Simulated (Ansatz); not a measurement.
CH6BFOSi can be A, `O[SiH2]CBF`, or B, `FBOC[SiH3]`.

Program: Ansatz. Geometries: PBE0-D4/def2-TZVP. ΔE: electronic, gas phase. CCSD(T)/CBS is the MP2 limit (def2-TZVPP, def2-QZVPP) plus CCSD(T) − MP2 in def2-TZVPP, frozen cores. DFT in def2-TZVPP. B3LYP here is the variant with VWN-RPA as its local correlation; programs differ in this. One conformer a species, not always the lowest.

A:

Z-matrix (Å, degrees):
```
Si
C 1 1.886
O 1 1.645 2 110.5
H 1 1.481 2 110.4 3 -117.2
H 1 1.489 2 109.0 3 123.0
B 2 1.538 1 109.2 3 -64.8
H 2 1.093 1 107.6 3 172.6
H 2 1.096 1 104.6 3 55.7
H 3 0.959 1 117.8 2 43.8
F 6 1.336 2 118.8 1 75.6
H 6 1.199 2 125.1 1 -100.1
```

B:

Z-matrix (Å, degrees):
```
C
Si 1 1.893
O 1 1.429 2 110.3
H 1 1.094 2 110.4 3 123.2
H 1 1.093 2 110.1 3 -118.2
H 2 1.486 1 109.3 3 -60.7
H 2 1.487 1 108.6 3 179.6
H 2 1.485 1 110.1 3 59.5
B 3 1.340 1 122.7 2 106.3
F 9 1.333 3 121.0 1 0.6
H 9 1.192 3 119.5 1 -179.6
```

(1) Which is lower in electronic energy at CCSD(T)/CBS, and by how much? (An estimate is asked.)

(2) Give E(B) − E(A) in kcal/mol with PBE-D4, B3LYP-D4, HF/def2-TZVPP, B2PLYP, CCSD(T)/def2-TZVPP, PBE0-D4, MP2/def2-TZVPP. (An estimate is asked.)

Largest T1 diagnostic: 0.013.

## Answers

(1) Computed: A, by 18.7 kcal/mol.

(2) Ansatz gave: PBE-D4 16.1, B3LYP-D4 16.0, HF/def2-TZVPP 16.2, B2PLYP 17.1, CCSD(T)/def2-TZVPP 17.5, PBE0-D4 17.5, MP2/def2-TZVPP 20.0. None reverses the order clearly.

From PBE to PBE0 (25 % exact exchange), in def2-TZVPP and without D4, E(B) − E(A) moves by +1.4 kcal/mol. In def2-TZVPP, CCSD(T) changes the Hartree–Fock value by +1.4 kcal/mol (the triples alone add −0.1 kcal/mol) and MP2 by +3.9 kcal/mol.
